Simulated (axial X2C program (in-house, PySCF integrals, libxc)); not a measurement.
Bond lengths and stretching modes, held linear, of ClHfCl⁺

Computed with an axial X2C code built on PySCF integrals: two-component X2C with atomic mean-field Coulomb and Gaunt terms, Gaussian nuclei, basis Cl dyall-av3z, Hf dyall-v3z with contracted cores. Spin-free rows use the one-electron spin-free X2C Hamiltonian.

Masses Cl 34.969, Hf 179.947, Cl 34.969 u. States: 2c Ω = 1/2 (beyond evenly filled blocks: ω = 1/2); spin-free M_S = 1/2, Λ = 0 (beyond evenly filled blocks: σα).

HF, 2c: energies above the lowest point

```csv
r(Cl–Hf) (Å),r(Hf–Cl) (Å),E (meV)
2.2123,2.2123,156.69
2.2123,2.2690,74.77
2.2123,2.3257,65.16
2.2690,2.2123,74.77
2.2690,2.2690,1.58
2.2690,2.3257,0.00
2.2690,2.3825,55.72
2.3257,2.2123,65.16
2.3257,2.2690,0.00
2.3257,2.3257,5.81
2.3825,2.2690,55.72
2.3825,2.3825,137.13
```

Q: Fit a quadratic surface with cubic terms in each bond: where is the minimum, and what are the two stretching wavenumbers?

A: At HF, 2c: bonds 2.296 and 2.296 Å; harmonic stretches 417.1 and 438.2 cm⁻¹; force constants 3.22, 3.22 and coupling 0.37 mdyn/Å.

The other levels and Hamiltonians give:

| Hamiltonian | level | r(Cl–Hf) (Å) | r(Hf–Cl) (Å) | lower stretch (cm⁻¹) | upper stretch (cm⁻¹) |
| --- | --- | --- | --- | --- | --- |
| 2c | PBE0 | 2.267 | 2.267 | 414.3 | 441.0 |
| 2c | r2SCAN | 2.269 | 2.269 | 411.7 | 439.0 |
| 2c | MP2 | 2.272 | 2.272 | 423.4 | 449.3 |
| spin-free | PBE0 | 2.268 | 2.268 | 414.9 | 440.9 |
| spin-free | HF | 2.296 | 2.296 | 418.0 | 438.2 |
| spin-free | r2SCAN | 2.270 | 2.270 | 412.3 | 438.9 |
| spin-free | MP2 | 2.272 | 2.272 | 424.2 | 449.1 |

Each state is one determinant, the lowest of a limited PBE0 search; the stretches come from a fit to these few points and carry an uncertainty of a few per cent. Other orders of the atoms were not compared. MP2 freezes inner shells (threshold -2 hartree). The molecule was held linear; bending was not examined, so a bent shape may lie lower.
